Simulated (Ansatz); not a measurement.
C₂H₅Ga (`C=[CH][GaH2]`). The species carries charge 0 and has multiplicity 1.

```xyz
8

C    -0.8963   -0.5589    0.9050
C    -0.4689    0.4754    0.1793
Ga    1.1010    0.3013   -0.9642
H    -0.3900   -1.5214    0.8833
H    -1.7678   -0.5003    1.5547
H    -1.0256    1.4083    0.2511
H     1.8137   -1.0997   -0.9776
H     1.6339    1.4952   -1.8317
```

Problem. List the harmonic frequencies (cm⁻¹, unscaled) at PBE0-D4/def2-TZVP in Ansatz. (Estimate.)

Solution. Computed: 162, 218, 434, 473, 597, 631, 752, 1009, 1015, 1058, 1282, 1435, 1647, 1960, 1971, 3112, 3141, 3194.

Problem. Is this a minimum?

Solution. Yes, all 18 modes are real.

Problem. Give the ideal-gas thermochemistry at 298.15 K and 1 bar (rigid rotor, harmonic oscillator; point group Cs, symmetry number 1).

Solution. Zero-point energy 144.1 kJ/mol; H(298) − E = 159.8 kJ/mol; entropy 297.4 J/(mol·K), of which translation 166.1, rotation 99.9, vibration 31.3; G(298) − E = 71.1 kJ/mol.

Problem. Rotational constants (cm⁻¹)?

Solution. 1.272, 0.1334, 0.1207.
